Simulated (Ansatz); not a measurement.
This geometry of BrCl2F2HHf (7 atoms, charge 0, multiplicity 1) is a first-order saddle point.

Theory: RKS B3LYP-D4/def2-SVP (Ansatz).

```xyz
7
Properties=species:S:1:pos:R:3
Hf -0.339 0.000 -0.018
F -0.088 0.001 2.067
F 1.555 -0.001 -0.123
Cl -0.856 1.932 -1.232
Cl -0.856 -1.932 -1.233
Br -2.767 -0.001 1.458
H -1.290 0.000 2.222
```

**Question.** Which two structures does it join? (They come from a converged band through this point; their orientation in space is the band's.)

**Answer.** Bonds broken: Br6–H7. Bonds formed: F2–H7.

Initial state:

```xyz
7
Properties=species:S:1:pos:R:3
Hf 0.026 0.000 -0.071
F 0.238 0.000 1.836
F 1.832 0.000 -0.648
Cl -0.826 1.989 -1.014
Cl -0.826 -1.989 -1.014
Br -2.896 0.000 1.403
H -2.190 0.000 2.649
```

Final state:

```xyz
7
Properties=species:S:1:pos:R:3
Hf -0.500 -0.001 -0.085
F -0.095 -0.006 2.195
F 1.395 0.005 0.120
Cl -0.820 1.894 -1.413
Cl -0.816 -1.898 -1.412
Br -2.779 0.005 1.262
H -1.026 0.001 2.474
```

**Question.** How far does it lie above each of them?

**Answer.** 0.42 eV above the first and 0.15 eV above the second. This is the barrier of this one path; another mechanism may lie lower. The orbitals stay closed-shell, which can raise the energy where a bond breaks towards radicals; this wasn't checked here.

The run took 2.8 min on 4 threads of Intel(R) Xeon(R) Platinum 8259CL CPU @ 2.50GHz (Skylake/Cascade Lake), on a shared host, peak memory 0.42 GiB.
